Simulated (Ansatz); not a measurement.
This geometry of H4N2Zn (7 atoms, charge 0, multiplicity 1) is a first-order saddle point.

All numbers below come from RKS PBE0-D4/def2-SVP in Ansatz.

```xyz
7
Properties=species:S:1:pos:R:3
N -1.550 -0.538 -0.693
Zn 0.013 0.032 -0.015
N 1.582 0.712 0.583
H -2.038 -1.374 -0.400
H -2.066 -0.065 -1.423
H 2.433 0.186 0.406
H 1.626 1.047 1.542
```

(1) Which two structures does it join? (They come from a converged band through this point; their orientation in space is the band's.)

(2) How far does it lie above each of them?

Answers

(1) No bond is made or broken. The height of N1 over the plane of its neighbours goes from 0.28 to -0.28 Å. The two ends are copies of one structure, up to a mirror image or an exchange of like atoms.

First end point:

```xyz
7
Properties=species:S:1:pos:R:3
N -1.398 -0.708 -0.919
Zn 0.018 0.010 -0.043
N 1.509 0.769 0.657
H -1.982 -1.376 -0.422
H -2.016 -0.078 -1.423
H 2.394 0.287 0.530
H 1.475 1.096 1.619
```

Last end point:

```xyz
7
Properties=species:S:1:pos:R:3
N -1.707 -0.381 -0.490
Zn -0.015 0.044 0.004
N 1.615 0.656 0.510
H -2.012 -1.345 -0.384
H -2.036 -0.058 -1.396
H 2.431 0.089 0.294
H 1.723 0.995 1.462
```

(2) 0.4 kcal/mol above the first and 0.4 kcal/mol above the second. This is the barrier of this one path; another mechanism may lie lower.

Time of the run: 3.9 min on 1 CPU thread of a shared host.
